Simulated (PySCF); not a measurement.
Coordinates in bohr (charge 0 multiplicity 1):
```
I     0.0000    0.0000   -0.8906
Br    0.0000    0.0000    3.8642
Br    4.9800    0.0000   -1.2166
Br   -4.9800    0.0000   -1.2166
```

Method: PBE0 in PySCF with I def2-SVP with ECP28, Br def2-SVP; scalar-relativistic core potentials, no spin–orbit coupling; density-fitted integrals.

This geometry of IBr₃ is a stationary point at this level.

(1) What is the point group?

(2) Is it a minimum?

(3) What are the dipole moment and the gap between the highest occupied and lowest empty levels?

(4) Give the atomic charges and bond orders.

Results:

(1) C2v.

(2) Yes: all harmonic wavenumbers are real, though the softest, 44 cm⁻¹, leaves little margin.

(3) 0.31 D and 2.78 eV.

(4) 
```tsv
atom	Mulliken	Löwdin	polar tensor	Mayer order to I1
I1	0.68	0.60	1.45	–
Br2	-0.07	-0.05	-0.23	0.93
Br3,4	-0.31	-0.28	-0.61	0.72
```
